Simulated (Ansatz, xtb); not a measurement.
**Two isomers of C4H9NSi**

Structure a: `CC(C)([SiH3])C#N`, a singlet. Structure b: `C[C@@H]([SiH3])CC#N`, a singlet. Both are isolated molecules in the gas phase, relaxed with PBE0-D3(BJ)/def2-SVP; each stands in its lowest conformer found.

Energies in hartree; the thermal terms are from GFN2-xTB frequencies at re-optimised GFN2-xTB minima (ideal gas, soft modes damped towards free rotors, one conformer each, 298.15 K, 1 atm) and include the zero-point energy:

```
                              a           b
E, CCSD(T)/def2-SVP  −500.744172  −500.741308
    E, MP2/def2-SVP  −500.651031  −500.647352
  E, MP2/def2-TZVPP  −501.165978  −501.162240
  zero-point energy     0.114712     0.115041
       H(298 K) − E     0.124365     0.124400
       G(298 K) − E     0.082389     0.082460
```

Task: Correct the CCSD(T) difference for the basis set by the MP2 change, then work out ΔE, ΔE₀, ΔH and ΔG for a → b in kcal/mol (1 Eh = 627.51 kcal/mol) and the equilibrium ratio [b]/[a].

Result: 1. Differences b − a: CCSD(T) +0.002864, MP2 in the small set +0.003679, MP2 in the large set +0.003738 Eh.
2. ΔE = +0.002864 + (+0.003738 − (+0.003679)) = +0.002923 Eh = +1.83 kcal/mol.
3. ΔE₀ = ΔE + ΔZPE = +0.002923 + (+0.000329) Eh = +2.04 kcal/mol.
4. ΔH = ΔE + (+0.000035) Eh = +1.86 kcal/mol.
5. ΔG = ΔE + (+0.000071) Eh = +1.88 kcal/mol, so ΔS = (ΔH − ΔG)/T = −0.3 J/(mol K).
6. kT = 0.9442 mEh, so K = [b]/[a] = exp(−ΔG/kT) = exp(−3.17) ≈ 0.042.

Structure a is favoured at this temperature. An error of 1 kcal/mol in ΔG would change K by a factor of 5.4. Mirror images and further conformers aren't counted.

As drawn, both hold the same kinds of bond in the same numbers. Structure a has 2 methyl groups, b 1.

Other levels gave ΔE = +2.8 (GFN2-xTB); +0.8 (HF/STO-3G, GFN2-xTB geometries); +1.3 (r2SCAN-D4/def2-SVP, GFN2-xTB geometries); +0.9 (PBE0-D3(BJ)/def2-SVP); +0.3 (HF/def2-SVP); +2.3 (MP2/def2-SVP); +1.8 (CCSD(T)/def2-SVP) kcal/mol. The correlated steps freeze 10 core orbitals. Programs: Ansatz 0.2.0, xtb 6.7.1.
